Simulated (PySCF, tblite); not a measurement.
Isomers of C4H14N2OSi2, one GFN2-xTB conformer each. Single-point energies are computed at PBE0/pcSseg-1 (PySCF, gas phase, no added dispersion term), electronic only.

Task: Rank them by PBE0/pcSseg-1 energy, lowest first (kJ/mol).
A. `[CH3:1][O:2][Si@H:3]1[NH:4][Si@H:5]([CH:6]([CH3:7])[CH3:8])[NH:9]1` with C1–O2–Si3–N4 90°, N4–Si5–C6–C7 -168°
B. `[CH3:1][CH2:2][CH2:3][Si@H:4]1[NH:5][Si@@H:6]([O:7][CH3:8])[NH:9]1` with C1–C2–C3–Si4 178°, C2–C3–Si4–N5 77°, N5–Si6–O7–C8 -95°, C3–Si4–N5–Si6 127°, Si4–N5–Si6–O7 -121°, N5–Si6–N9–Si4 11°, C3–Si4–N9–Si6 -128°
C. `[CH3:1][CH2:2][CH2:3][Si@@H:4]1[NH:5][CH2:6][Si@H:7]([OH:8])[NH:9]1` with C1–C2–C3–Si4 61°, C2–C3–Si4–N5 148°, C6–Si7–O8–H -58°, C3–Si4–N5–C6 -148°, Si4–N5–C6–Si7 25°, N5–C6–Si7–O8 113°, C6–Si7–N9–Si4 -11°
D. `[CH3:1]/[N:2]=[CH:3]/[CH2:4][CH2:5][Si@@H:6]([NH2:7])[O:8][SiH3:9]` with N2–C3–C4–C5 123°, C3–C4–C5–Si6 66°, C4–C5–Si6–N7 -85°, C5–Si6–N7–H 170° and -52°, C5–Si6–O8–Si9 -41°

Result: C (0.0), B (4.5), A (6.7), D (134.0).

As drawn, the lowest has an O–H bond, which the highest lacks; the highest has a C=N bond, which the lowest lacks. Neighbours under 10 kJ/mol apart (CCC[Si@@H]1NC[Si@H](O)N1 and CCC[Si@H]1N[Si@@H](OC)N1; CCC[Si@H]1N[Si@@H](OC)N1 and CO[Si@H]1N[Si@H](C(C)C)N1) can change places with a better method, another conformer or zero-point energy. GFN2-xTB itself gives, in the same order: 0.0, 8.6, 8.7, 14.1. Both levels put the same isomer lowest; measured from each level's own lowest isomer, the values differ by up to 119.9 kJ/mol (C/N=C/CC[Si@@H](N)O[SiH3]: 14.1 against 134.0).

Task: Which frontier levels, dipoles and rotational constants go with these structures?

Result: 
```json
{"SMILES": "CCC[Si@@H]1NC[Si@H](O)N1", "HOMO (eV, PBE0/pcSseg-1)": "-6.48", "LUMO (eV)": "0.86", "dipole (D)": "1.73", "A, B, C (MHz)": "2133, 669.6, 577.1"}
{"SMILES": "CCC[Si@H]1N[Si@@H](OC)N1", "HOMO (eV, PBE0/pcSseg-1)": "-6.76", "LUMO (eV)": "0.64", "dipole (D)": "1.04", "A, B, C (MHz)": "3008, 478.6, 456.6"}
{"SMILES": "CO[Si@H]1N[Si@H](C(C)C)N1", "HOMO (eV, PBE0/pcSseg-1)": "-6.79", "LUMO (eV)": "0.59", "dipole (D)": "1.27", "A, B, C (MHz)": "3609, 544.2, 505.3"}
{"SMILES": "C/N=C/CC[Si@@H](N)O[SiH3]", "HOMO (eV, PBE0/pcSseg-1)": "-6.82", "LUMO (eV)": "0.27", "dipole (D)": "1.98", "A, B, C (MHz)": "1369, 671.6, 578.2"}
```

Task: What happens when harmonic zero-point energies from GFN2-xTB frequencies are added?

Result: 
| SMILES | ZPE (kJ/mol) | electronic (kJ/mol) | with ZPE (kJ/mol) |
| --- | --- | --- | --- |
| CCC[Si@@H]1NC[Si@H](O)N1 | 482.9 | 0.0 | 0.0 |
| CCC[Si@H]1N[Si@@H](OC)N1 | 481.1 | 4.5 | 2.7 |
| CO[Si@H]1N[Si@H](C(C)C)N1 | 479.7 | 6.7 | 3.5 |
| C/N=C/CC[Si@@H](N)O[SiH3] | 460.8 | 134.0 | 111.9 |

The zero-point energies span 22.1 kJ/mol. The order is unchanged.
